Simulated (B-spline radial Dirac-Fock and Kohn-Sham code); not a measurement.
## Electron momentum distribution of W⁴⁵⁺: Compton profiles

System: tungsten as W⁴⁵⁺, [Ar] 3d10 4s1.

Model: the impulse approximation on Dirac-Fock densities. Program: an atomic code on a B-spline grid. pz is in atomic units of momentum; subshell profiles are per electron, for a selection of subshells; open shells are spread over both j values by their weights.

```
  pz    J total   J 1s1/2   J 2p1/2   J 2p3/2   J 4s1/2
   0      1.089    0.0101    0.0176    0.0195     0.130
0.45      1.085    0.0101    0.0176    0.0195     0.127
0.65      1.081    0.0101    0.0176    0.0195     0.125
0.95      1.073    0.0101    0.0176    0.0195     0.119
 1.4      1.056    0.0101    0.0176    0.0195     0.107
   2      1.027    0.0101    0.0176    0.0195    0.0876
 2.9     0.9761    0.0101    0.0176    0.0195    0.0579
 4.3     0.8979    0.0101    0.0176    0.0194    0.0272
 6.2     0.7999   0.00996    0.0175    0.0193    0.0181
 9.1     0.6303   0.00976    0.0171    0.0187    0.0139
  13     0.4119   0.00938    0.0159    0.0170   0.00335
  19     0.2127   0.00860    0.0128    0.0129   0.00196
  28    0.08930   0.00718   0.00745   0.00676  0.000552
  41    0.03284   0.00510   0.00277   0.00212  6.91e-05
  59    0.01177   0.00291  0.000685  0.000419  5.73e-05
  87   0.003563   0.00116  0.000108  4.82e-05  2.33e-05
 130  0.0008733  0.000324  1.35e-05  3.91e-06  5.44e-06
```

J(0) = 1.089. The 3p3/2 subshell gives the largest part, 18 %.

Mean momentum ⟨p⟩ by subshell (a.u.): 1s1/2 77.0, 2s1/2 27.6, 2p1/2 36.4, 2p3/2 32.2, 3s1/2 14.3, 3p1/2 17.0, 3p3/2 15.8, 3d3/2 18.9, 3d5/2 18.5, 4s1/2 9.00.

Values without a named source are computed, but for edge energies of neutral atoms, which are taken from tables.
